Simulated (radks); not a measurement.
Problem. These are the eigenvalues of the occupied orbitals of an atom or ion with whole-number occupations (eV). Calculated with a radial shooting solver on a logarithmic mesh with Libxc functionals: scalar-relativistic Kohn-Sham, PBEsol, spin-polarised, spherical densities, finite nucleus; Fermi nuclear charge, rms radius of each element as measured or else 0.836 A^(1/3) + 0.57 fm.

| orbital | eigenvalue |
|---|---|
| 1s up | -3607.702 |
| 1s down | -3607.010 |
| 2s up | -439.0476 |
| 2s down | -438.3903 |
| 2p up | -366.7261 |
| 2p down | -365.8282 |
| 3s up | -109.0961 |
| 3s down | -105.0016 |
| 3p up | -90.6112 |

Which element is it, and in what charge state? The configuration may be excited. Open shells, if any, are filled with parallel spins first.

Solution. Z = 19, potassium, charge +5: K5+ in [Ne] 3s2 3p2. The list shows which subshells hold electrons but not how many an open one holds; the 1s level, -132.58 hartree, gives Z - s = 16.3 by -(Z - s)^2/2, which with screening and relativity narrows Z to a few neighbours, and the depths of the outer levels then fix element, charge and occupations together.
